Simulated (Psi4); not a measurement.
BF2I (SMILES FB(F)I), singlet, at a GFN2-xTB geometry (core potentials on I), atoms displaced at random by about 0.03 Å a coordinate; HF/def2-SVP, gradient run with Psi4.

Input for Psi4:
```
memory 2 GB

molecule {
0 1
  B    -0.98632772    0.53242724   -0.61237555
  F    -2.15888495    0.04505616   -0.60092729
  F    -0.87948211    1.78456802   -1.11423003
  I     0.57262626   -0.40360816    0.34988362
symmetry c1
no_reorient
no_com
}

set basis def2-svp

gradient('scf')
print_variables()
```

Predict the main parts of the log of this Psi4 run.


```
gradient() will perform analytic gradient computation.

   => Loading Basis Set <=

    Name: DEF2-SVP
    Role: ORBITAL
    Keyword: BASIS

    !!!  WARNING: ECP capability is in beta. Please check occupations closely.  !!!

         ---------------------------------------------------------
                                   SCF
               by Justin Turney, Rob Parrish, Andy Simmonett
                          and Daniel G. A. Smith
                              RHF Reference
         ---------------------------------------------------------

  ==> Geometry <==

    Molecular point group: c1
    Full point group: C1

    Geometry (in Angstrom), charge = 0, multiplicity = 1:

       Center              X                  Y                   Z               Mass
    ------------   -----------------  -----------------  -----------------  -----------------
         B           -0.986327720000     0.532427240000    -0.612375550000    11.009305360000
         F           -2.158884950000     0.045056160000    -0.600927290000    18.998403162730
         F           -0.879482110000     1.784568020000    -1.114230030000    18.998403162730
         I            0.572626260000    -0.403608160000     0.349883620000   126.904471900000

  Running in c1 symmetry.

  Rotational constants: A =      0.35846  B =      0.06936  C =      0.05814 [cm^-1]
  Rotational constants: A =  10746.23372  B =   2079.38147  C =   1742.96877 [MHz]
  Nuclear repulsion =  168.094307508451550

  Charge       = 0
  Multiplicity = 1
  Electrons    = 48
  Nalpha       = 24
  Nbeta        = 24

  ==> Algorithm <==

  SCF Algorithm Type is DF.
  DIIS enabled.
  MOM disabled.
  Fractional occupation disabled.
  Guess Type is SAD.
  Energy threshold   = 1.00e-08
  Density threshold  = 1.00e-08
  Integral threshold = 1.00e-12

  ==> Primary Basis <==

  Basis Set: DEF2-SVP
    Blend: DEF2-SVP
    Number of shells: 28
    Number of basis functions: 68
    Number of Cartesian functions: 73
    Spherical Harmonics?: true
    Max angular momentum: 2

  Core potential: DEF2-SVP
    Number of shells: 4
    Number of ECP primitives: 29
    Number of ECP core electrons: 28
    Max angular momentum: 3

   => Loading Basis Set <=

    Name: (DEF2-SVP AUX)
    Role: JKFIT
    Keyword: DF_BASIS_SCF

  ==> Integral Setup <==

  SCF_SUBTYPE=INCORE selected. In-core MEM_DF algorithm will be used.
  Using in-core AOs.

  ==> MemDFJK: Density-Fitted J/K Matrices <==

    J tasked:                   Yes
    K tasked:                   Yes
    wK tasked:                   No
    Algorithm:                 Core
    Schwarz Cutoff:           1E-12
    Mask sparsity (%):       0.5190
    Fitting Condition:        1E-10

   => Auxiliary Basis Set <=

  Basis Set: (DEF2-SVP AUX)
    Blend: DEF2-UNIVERSAL-JKFIT
    Number of shells: 121
    Number of basis functions: 447
    Number of Cartesian functions: 584
    Spherical Harmonics?: true
    Max angular momentum: 5

  Minimum eigenvalue in the overlap matrix is 1.1220675469E-02.
  Reciprocal condition number of the overlap matrix is 2.9662148261E-03.
    Using symmetric orthogonalization.

  ==> Pre-Iterations <==

  SCF Guess: Superposition of Atomic Densities via on-the-fly atomic UHF (no occupation information).

   -------------------------
    Irrep   Nso     Nmo
   -------------------------
     A         68      68
   -------------------------
    Total      68      68
   -------------------------

  ==> Iterations <==

                           Total Energy        Delta E     RMS |[F,P]|

   @DF-RHF iter SAD:  -516.18538807148514   -5.16185e+02   0.00000e+00
   @DF-RHF iter   1:  -520.08429140460703   -3.89890e+00   6.50385e-03 ADIIS/DIIS
   @DF-RHF iter   2:  -520.16377301363900   -7.94816e-02   3.04303e-03 ADIIS/DIIS
   @DF-RHF iter   3:  -520.17691323037309   -1.31402e-02   4.87432e-04 ADIIS/DIIS
   @DF-RHF iter   4:  -520.17758175640904   -6.68526e-04   1.70801e-04 ADIIS/DIIS
   @DF-RHF iter   5:  -520.17767979889106   -9.80425e-05   3.56196e-05 DIIS
   @DF-RHF iter   6:  -520.17769015851343   -1.03596e-05   1.16225e-05 DIIS
   @DF-RHF iter   7:  -520.17769120536491   -1.04685e-06   5.11809e-06 DIIS
   @DF-RHF iter   8:  -520.17769133707520   -1.31710e-07   1.16891e-06 DIIS
   @DF-RHF iter   9:  -520.17769134699131   -9.91611e-09   4.56116e-07 DIIS
   @DF-RHF iter  10:  -520.17769134805178   -1.06047e-09   8.74363e-08 DIIS
   @DF-RHF iter  11:  -520.17769134810260   -5.08180e-11   1.68081e-08 DIIS
   @DF-RHF iter  12:  -520.17769134810442   -1.81899e-12   4.04486e-09 DIIS
  Energy and wave function converged.

  ==> Post-Iterations <==

    Orbital Energies [Eh]
    ---------------------

    Doubly Occupied:

       1A    -26.342096     2A    -26.317853     3A     -7.786227
       4A     -7.756604     5A     -5.611432     6A     -5.602796
       7A     -5.601266     8A     -2.307559     9A     -2.303291
      10A     -2.301683    11A     -2.293021    12A     -2.292969
      13A     -1.662829    14A     -1.601305    15A     -0.949401
      16A     -0.844843    17A     -0.788673    18A     -0.747332
      19A     -0.739686    20A     -0.677839    21A     -0.669766
      22A     -0.512302    23A     -0.407195    24A     -0.398507

    Virtual:

      25A      0.115281    26A      0.165248    27A      0.238910
      28A      0.263610    29A      0.341674    30A      0.421156
      31A      0.518298    32A      0.526050    33A      0.551622
      34A      0.589304    35A      0.589811    36A      0.619746
      37A      0.635902    38A      0.650962    39A      0.685803
      40A      0.793510    41A      1.009829    42A      1.292885
      43A      1.330592    44A      1.339266    45A      1.386872
      46A      1.492715    47A      1.494611    48A      1.596266
      49A      1.612800    50A      1.690489    51A      1.762245
      52A      1.832348    53A      1.928019    54A      2.154391
      55A      3.387679    56A      3.403485    57A      3.418816
      58A      3.448509    59A      3.529844    60A      3.662997
      61A      3.766198    62A      4.009157    63A      4.149977
      64A      4.259529    65A     19.166014    66A     19.187435
      67A     19.554446    68A     56.585827

    Final Occupation by Irrep:
              A
    DOCC [    24 ]
    NA   [    24 ]
    NB   [    24 ]

  @DF-RHF Final Energy:  -520.17769134810442

   => Energetics <=

    Nuclear Repulsion Energy =            168.0943075084515499
    One-Electron Energy =               -1163.5110466939345315
    Two-Electron Energy =                 475.2390478373785641
    Total Energy =                       -520.1776913481044176

Computation Completed

Properties will be evaluated at   0.000000,   0.000000,   0.000000 [a0]

Properties computed using the SCF density matrix

 Multipole Moments:

 ------------------------------------------------------------------------------------
     Multipole            Electronic (a.u.)      Nuclear  (a.u.)        Total (a.u.)
 ------------------------------------------------------------------------------------

 L = 1.  Multiply by 2.5417464519 to convert [e a0] to [Debye]
 Dipole X            :         34.1032000          -33.9419107            0.1612893
 Dipole Y            :        -17.3658107           17.0803837           -0.2854270
 Dipole Z            :         18.4909510          -18.4271033            0.0638477
 Magnitude           :                                                    0.3340050

 ------------------------------------------------------------------------------------

         ------------------------------------------------------------
                                   SCF GRAD
                          Rob Parrish, Justin Turney,
                       Andy Simmonett, and Alex Sokolov
         ------------------------------------------------------------

  ==> Geometry <==

    Molecular point group: c1
    Full point group: C1

    Geometry (in Angstrom), charge = 0, multiplicity = 1:

       Center              X                  Y                   Z               Mass
    ------------   -----------------  -----------------  -----------------  -----------------
         B           -0.986327720000     0.532427240000    -0.612375550000    11.009305360000
         F           -2.158884950000     0.045056160000    -0.600927290000    18.998403162730
         F           -0.879482110000     1.784568020000    -1.114230030000    18.998403162730
         I            0.572626260000    -0.403608160000     0.349883620000   126.904471900000

  Nuclear repulsion =  168.094307508451550

  ==> Basis Set <==

  Basis Set: DEF2-SVP
    Blend: DEF2-SVP
    Number of shells: 28
    Number of basis functions: 68
    Number of Cartesian functions: 73
    Spherical Harmonics?: true
    Max angular momentum: 2

  Core potential: DEF2-SVP
    Number of shells: 4
    Number of ECP primitives: 29
    Number of ECP core electrons: 28
    Max angular momentum: 3

  ==> DFJKGrad: Density-Fitted SCF Gradients <==

    Gradient:                    1
    J tasked:                  Yes
    K tasked:                  Yes
    wK tasked:                  No
    Integrals threads:           1
    Schwarz Cutoff:          1E-12
    Fitting Condition:       1E-10

   => Auxiliary Basis Set <=

  Basis Set: (DEF2-SVP AUX)
    Blend: DEF2-UNIVERSAL-JKFIT
    Number of shells: 121
    Number of basis functions: 447
    Number of Cartesian functions: 584
    Spherical Harmonics?: true
    Max angular momentum: 5

  -Total Gradient:
     Atom            X                  Y                   Z
    ------   -----------------  -----------------  -----------------
       1        0.001691114940    -0.068245382661     0.015537481559
       2        0.025706549212     0.016784113021     0.004209157257
       3       -0.003926805495     0.038579354236    -0.010604932737
       4       -0.023470858660     0.012881915407    -0.009141706080

  Variable Map:
  ----------------------------------------------------------------------------
  "CURRENT ENERGY"           =>    -520.177691348104
  "CURRENT REFERENCE ENERGY" =>    -520.177691348104
  "DD SOLVATION ENERGY"      =>       0.000000000000
  "HF KINETIC ENERGY"        =>     336.969742560665
  "HF POTENTIAL ENERGY"      =>    -857.147433908769
  "HF TOTAL ENERGY"          =>    -520.177691348104
  "HF VIRIAL RATIO"          =>       2.543692580216
  "NUCLEAR REPULSION ENERGY" =>     168.094307508452
  "ONE-ELECTRON ENERGY"      =>   -1163.511046693935
  "PCM POLARIZATION ENERGY"  =>       0.000000000000
  "PE ENERGY"                =>       0.000000000000
  "SCF ITERATION ENERGY"     =>    -520.177691348104
  "SCF ITERATIONS"           =>      12.000000000000
  "SCF TOTAL ENERGY"         =>    -520.177691348104
  "TWO-ELECTRON ENERGY"      =>     475.239047837379

  Array Variable Map:
  ----------------------------------------------------------------------------
  "CURRENT DIPOLE"           =>       0.161289273294 ... 0.063847652437 1 by 3
  "CURRENT GRADIENT"         =>       0.001691114940 ... -0.009141706080 4 by 3
  "HF TOTAL GRADIENT"        =>       0.001691114940 ... -0.009141706080 4 by 3
  "SCF DIPOLE"               =>       0.161289273294 ... 0.063847652437 1 by 3
  "SCF TOTAL ENERGIES"       =>    -516.185388071485 ... -520.177691348104 1 by 13
  "SCF TOTAL GRADIENT"       =>       0.001691114940 ... -0.009141706080 4 by 3
```
